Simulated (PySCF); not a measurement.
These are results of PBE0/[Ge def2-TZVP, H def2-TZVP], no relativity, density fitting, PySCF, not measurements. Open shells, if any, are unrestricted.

Task: What shape and geometry does isolated singlet GeH₃⁺ take (every ligand bound to Ge)?

Result: Counting electrons, germanium keeps none of its valence electrons outside its bonds, so the VSEPR class is AX3 and the expected shape is trigonal planar (D3h), as computed. The lowest minimum found is a singlet of D3h symmetry with Ge–H 1.522 Å (×3); H–Ge–H 120.0° (×3). Its harmonic wavenumbers are 799 (a2''), 851 (e'), 2203 (a1'), 2267 (e') cm⁻¹ and its dipole moment is 0.00 D about the centre of mass.

Only a few start shapes were tried, so a lower isomer may exist.
